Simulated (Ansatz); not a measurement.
```xyz
10

B     0.524   -0.427    0.788
C     0.897   -0.496   -0.727
B     0.125    0.797   -0.871
Si   -1.286    0.462    0.487
H     1.207   -0.823    1.683
H     1.823   -0.843   -1.172
H     0.209   -1.386   -0.490
H     0.648    1.810   -1.226
H    -2.288   -0.575    0.127
H    -1.858    1.481    1.401
```

The species carries charge 0 and has multiplicity 1.

(1) List the ωB97M-V/def2-TZVPP orbital energies in eV (Ansatz). (Estimate.)

## Answers

(1) Ansatz gave: Occupied: -1806.31, -281.59, -188.57, -187.68, -147.48, -101.59, -101.58, -101.56, -24.03, -18.18, -16.34, -15.53, -14.81, -12.73, -12.10, -10.94, -10.89, -9.05. Lowest empty: 0.07, 1.57, 2.24, 2.41, 2.63, 2.98, 3.40, 3.67.
